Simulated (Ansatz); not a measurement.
Consider the hydrogenolysis of the Si–Cl bond: `O[Si@H](Cl)[Si@H](F)Cl` + H₂ → `O[SiH2][SiH](F)Cl` + HCl.

Computed with Ansatz on PBE0-D4/def2-TZVP structures; ΔE is electronic, products minus reactants. CCSD(T)/CBS is the MP2 limit (def2-TZVPP, def2-QZVPP) plus CCSD(T) − MP2 in def2-TZVPP, frozen cores. This one scheme is used for every species. One conformer a species, not always the lowest.

| species | CCSD(T)/CBS(def2) energy (Eh) |
| --- | --- |
| `O[Si@H](Cl)[Si@H](F)Cl` | -1674.70475 |
| H₂ | -1.17544 |
| `O[SiH2][SiH](F)Cl` | -1215.46498 |
| HCl | -460.38127 |

Question: Work out ΔE.

Answer: ΔE = (-1215.46498) + (-460.38127) − (-1674.70475) − (-1.17544) = 0.03394 Eh = +89.1 kJ/mol.

Largest T1 diagnostic among the species: 0.012.

In def2-TZVPP, CCSD(T) changes the Hartree–Fock value by +11.1 kJ/mol (the triples alone add +4.3 kJ/mol) and MP2 by +21.6 kJ/mol. The D4 term adds +10.7 kJ/mol with B3LYP and +5.9 kJ/mol with PBE0; it sums over pairs of atoms, weighted by their polarisabilities, and B3LYP, whose exchange is more repulsive, gets the larger term.

B3LYP here is the variant with VWN-RPA as its local correlation; programs differ in this.
